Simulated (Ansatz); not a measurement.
```yaml
crystal:
  periodic: [false, false, false]
  atoms:
    - {symbol: Cl, position_ang: [-5.727911, 0.218778, 1.091427]}
    - {symbol: Al, position_ang: [-1.607876, 1.333135, -0.678367]}
    - {symbol: C, position_ang: [1.821422, -0.554018, 1.062907]}
    - {symbol: Br, position_ang: [1.343147, -3.364378, -2.318741]}
    - {symbol: H, position_ang: [-1.345379, 3.766999, -3.114876]}
    - {symbol: H, position_ang: [1.627552, -1.896520, 3.031447]}
    - {symbol: H, position_ang: [4.023685, 0.346187, 0.825660]}
basis:
  gaussian: {orbitals: cc-pVDZ, final_grid: {core_spheres: 8, valence_spheres: 7, degree: 23}, nuclear_model: gaussian}
hamiltonian: {xc: {name: B97}}
accuracy: high
scf: {lower_state_search: off}
```

```sh
$ ansatz run in.yaml --threads 2 --pin off --events-out ev --progress --plain --max-ram 4352MiB
```

It prints (some lines left out):

```
Functional definition: B97
1718 factors; integrals over basis functions are off by at most 4.0e-8 eV
mean field evaluation 1: about -90208.9639 eV, gradient 3.9e1 eV
mean field evaluation 2: about -89730.8350 eV, gradient 2.0e2 eV
mean field evaluation 4: about -90014.2695 eV, gradient 1.2e2 eV
mean field evaluation 8: about -90223.8543 eV, gradient 6.6e0 eV
mean field evaluation 16: about -90224.2573 eV, gradient 5.3e-2 eV
mean field -90224.25736450 eV, -3315.6803019473 hartree, gradient 2.1e-8 eV, S^2 0.000000; 0 other end points of the search recorded, 0 dependent functions left out
reference -90224.25736897 eV, -3315.6803021115 hartree; 37, 37 occupied and 55, 55 virtual orbitals, 1718 factors
Total energy: -90224.25736897 eV, -3315.6803021115 hartree
Checks for a lower state left out: stability, starts, cluster_reference, orbital_swaps, neighbouring_geometries, increment
```

In this input the geometry is stretched to more than twice its size. The calculation finished and met its thresholds. The result belongs to that input, not to the molecule as meant.
